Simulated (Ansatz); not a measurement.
Program: Ansatz. Geometries: PBE0-D4/def2-TZVP. ΔE: electronic, gas phase. CBS: MP2 limit from def2 TZ/QZ plus the TZ coupled-cluster correction, frozen cores. For Se outer-core shells are correlated without core-valence functions, which leaves a few kJ/mol of doubt a bond. Scalar relativity is left out up to krypton. One conformer a species, not always the lowest.

Reaction (ligand exchange at the Si–C bond): `FCNC[SiH3]` + `NC[SeH]` → `NC[Se][SiH3]` + `CNCF`

| species | MP2/def2-QZVPP energy (Eh) |
| --- | --- |
| `FCNC[SiH3]` | -524.33360 |
| `NC[SeH]` | -2496.14751 |
| `NC[Se][SiH3]` | -2786.42433 |
| `CNCF` | -234.09079 |

(1) Work out ΔE.

Largest T1 diagnostic among the species: 0.011.

## Answers

(1) ΔE = (-2786.42433) + (-234.09079) − (-524.33360) − (-2496.14751) = -0.03401 Eh = -21.3 kcal/mol. CCSD(T)/CBS gives -20.3 kcal/mol.

From BLYP to BHLYP (50 % exact exchange), in def2-TZVPP and without D4, ΔE moves by −1.1 kcal/mol. Leaving LDA and LC-ωPBE aside and taking each functional with its dispersion term where it has one, the values, not all of them listed here, spread over 1.9 kcal/mol, from PBE-QIDH to CAM-B3LYP-D4. The D4 term adds −1.1 kcal/mol with B3LYP and −0.5 kcal/mol with PBE0; it sums over pairs of atoms, weighted by their polarisabilities, and B3LYP, whose exchange is more repulsive, gets the larger term.

B3LYP here is the variant with VWN-RPA as its local correlation; programs differ in this.
